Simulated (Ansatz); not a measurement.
Al7F6⁻, relaxed as a singlet with RKS PBE-D4/def2-SVP in Ansatz, starting from the PBE-D4/def2-SVP geometry of the neutral doublet. Force threshold 0.03 eV/Å.

The structure comes from a short search, and lower isomers may exist.

Start:

```xyz
13

Al   -1.848    0.299    1.962
Al    0.603    1.504    1.859
Al    1.484   -1.020   -2.488
Al   -0.828   -0.227   -0.525
Al    1.820   -1.226    1.127
Al   -0.693   -2.290    1.271
Al   -0.155    2.675   -1.500
F    -1.406   -1.360    2.755
F     0.217    2.643    0.452
F     2.086   -1.562   -0.674
F    -0.453   -1.334   -1.902
F    -1.601    1.255   -1.211
F     0.774    0.644   -1.125
```

Q: Estimate the energy that the relaxation releases and the steps that it takes.

A: 0.52 eV, in 15 steps; 55 s on 4 threads of Arm Neoverse V2 on a shared host. No frequencies were taken in this run, so the end may be a saddle point.

Q: Does the start keep its bonding and symmetry?

A: Bonds lost: Al4–F13 (atoms count from 1). Bonds formed: Al2–Al5, Al3–F13, Al7–F13 (atoms count from 1). Point group Cs at the start, Cs at the end, both within 0.05 Å.

Q: Predict the relaxed structure.

A: 
```xyz
13

Al   -1.9181    0.2381    2.0446
Al    0.5628    1.2523    1.7788
Al    1.4627   -0.8015   -2.4366
Al   -1.2839   -0.4756   -0.3632
Al    1.5972   -1.0752    1.1571
Al   -0.7703   -2.3411    1.3559
Al   -0.0095    2.5112   -1.5503
F    -1.4044   -1.3953    2.8873
F     0.4578    2.4365    0.3657
F     2.0860   -1.2393   -0.6159
F    -0.4073   -1.2066   -1.7731
F    -1.4568    1.1569   -1.1360
F     1.0837    0.9395   -1.7142
```
Bond lengths (bridged metal pairs left out): 12 × Al–F 1.81 to 2.03 Å; 5 × Al–Al 2.59 to 2.69 Å.
